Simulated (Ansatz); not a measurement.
C$_{4}$H$_{2}$F$_{2}$Ti, SMILES `C#[C][Ti]([F])([F])[C]#C`, relaxed with RKS PBE0-D4/def2-TZVP in Ansatz 0.2.0 from a PBE-D4/def2-SVP geometry. The force threshold is 0.005 eV/Å; the program also tests the step.

Total charge 0; spin multiplicity 1.

Start:

```xyz
9

C    -1.154    0.005    2.494
C    -0.786   -0.358    1.367
Ti   -0.181   -0.941   -0.461
F    -1.567   -1.301   -1.452
F     0.872   -2.320   -0.319
C     0.833    0.609   -1.247
C     1.457    1.569   -1.724
H    -1.474    0.327    3.479
H     2.002    2.410   -2.136
```

By how much does the energy fall, and how many steps does the optimiser take? (An estimate is asked.)

The calculation gave: 6.79 kJ/mol, in 4 steps.

Which bonds change most? (An estimate is asked.)

Computed: C6–C7 from 1.240 to 1.215 Å; C1–C2 from 1.240 to 1.215 Å; C7–H9 from 1.084 to 1.067 Å; C1–H8 from 1.084 to 1.067 Å.

Give the relaxed structure. (Best estimate.)

Ansatz gave: 
```xyz
9

C    -1.148    0.001    2.475
C    -0.783   -0.350    1.371
Ti   -0.178   -0.928   -0.454
F    -1.562   -1.282   -1.443
F     0.875   -2.303   -0.312
C     0.834    0.618   -1.240
C     1.446    1.554   -1.714
H    -1.467    0.312    3.445
H     1.983    2.378   -2.127
```
